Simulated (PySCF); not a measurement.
# Working out the ionisation energy of Ag

Ag [Kr] 4d10 5s1 (2S) → Ag⁺ [Kr] 4d10 (1S). Calculation: PySCF 2.14, in aug-cc-pwCVTZ-PP with ECP28MDF; scalar relativity through the core potential. Frozen: nothing. Energies in hartree (1 hartree = 27.21139 eV):

```csv
part,Ag (lower),Ag⁺ (upper)
UHF,-146.055587,-145.821674
MP2 opposite-spin,-0.538790,-0.511811
MP2 same-spin,-0.249470,-0.229793
```

Problem. What does Hartree-Fock give?

Solution. (-145.821674) − (-146.055587) = 0.233913 hartree = 6.365 eV.

Problem. What do MP2 and SCS-MP2 (6/5 opposite-spin, 1/3 same-spin) give?

Solution. The opposite-spin parts differ by 0.734 eV and the same-spin parts by 0.535 eV. MP2: 6.365 + (0.734) + (0.535) = 7.634 eV. SCS-MP2: 6.365 + 1.2 × (0.734) + (0.535)/3 = 7.424 eV.

Measured between the centres of the two terms (NIST): 7.576 eV, so MP2 (valence and next inner shell) is off by 0.058 eV.

What remains against the reference includes basis incompleteness and correlation beyond second order.
